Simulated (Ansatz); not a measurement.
**A rate constant, worked out**

An elementary step of SiN2H5Br, closed shell (SiN₂H₅Br ([NH2][Si]([NH3])[Br]) → SiN₂H₅ ([NH2][Si][NH3]) + Br; Si–Br broken or loosened, none formed or tightened). The start structure is the reactant molecule, and the electronic barrier above it is 0.996 eV by CCSD(T) at an estimated basis limit (MP2 extrapolated from triple and quadruple zeta, plus CCSD(T) − MP2 in triple zeta). Computed with Ansatz 0.2.0 (basis: def2-TZVPP and def2-QZVPP); correlated methods freeze the cores. Filled d shells of the heavier atoms are correlated. The def2 sets are not built for correlating such inner shells, so the correlated values are less sure here. Extrapolation: Hartree–Fock as exp(−7.88 √X), correlation as X^−2.97. Harmonic wavenumbers at PBE0-D4/def2-TZVP (Ansatz 0.2.0), in cm⁻¹:

Start: 107, 153, 176, 244, 305, 331, 373, 458, 668, 703, 781, 839, 1240, 1575, 1626, 1636, 3455, 3565, 3583, 3602, 3669.

Saddle: 119i, 77, 266, 315, 351, 454, 551, 578, 746, 770, 850, 936, 1300, 1496, 1559, 1593, 1701, 3502, 3529, 3595, 3658.

Question: Work out the transition-state-theory rate constant at 700 K from these numbers alone (harmonic vibrations; rotation, path degeneracy and anharmonicity left out), and the Wigner tunnelling factor. Use 1 cm⁻¹ = 1.2398 × 10⁻⁴ eV and k_B = 8.617 × 10⁻⁵ eV/K.

Answer: Zero-point energies, half the sums: start 29089/2 cm⁻¹ = 1.8033 eV; saddle, real modes only, 27827/2 cm⁻¹ = 1.7251 eV.
Barrier with zero-point energy: 0.996 + 1.7251 − 1.8033 = 0.9178 eV.
k_BT = 0.06032 eV, so the barrier is 15.22 k_BT.
Vibrational partition functions from the zero-point level, ln q = −Σ ln(1 − exp(−hν/k_BT)): start 8.822, saddle 6.500.
k = (k_BT/h) exp(ln q‡ − ln q) exp(−E0/k_BT), with log₁₀(k_BT/h in s⁻¹) = 13.16: log₁₀ k = 13.16 + (-2.322 − 15.22)/2.3026 = 5.54, so k ≈ 3 × 10^(5) s⁻¹.
Wigner factor: 1 + (hν‡/k_BT)²/24 = 1 + (0.24)²/24 = 1.00. A change of 1 kcal/mol (0.043 eV) in the barrier would change k by a factor of 2.1 at this temperature.

The T1 diagnostic stays at or below 0.013.

Labels in which every atom is bracketed show which atoms are joined, not bond orders.

For scale, one of the runs: CCSD(T)/def2-TZVPP, 222 basis functions, launched by `ansatz run in.yaml --threads 4 --pin off --events-out ev --progress --plain --max-ram 9574MiB`. Time: 2.5 min of wall clock on 4 CPU threads of an Arm Neoverse V1; the host was shared. Peak host memory: 3.5 GiB.
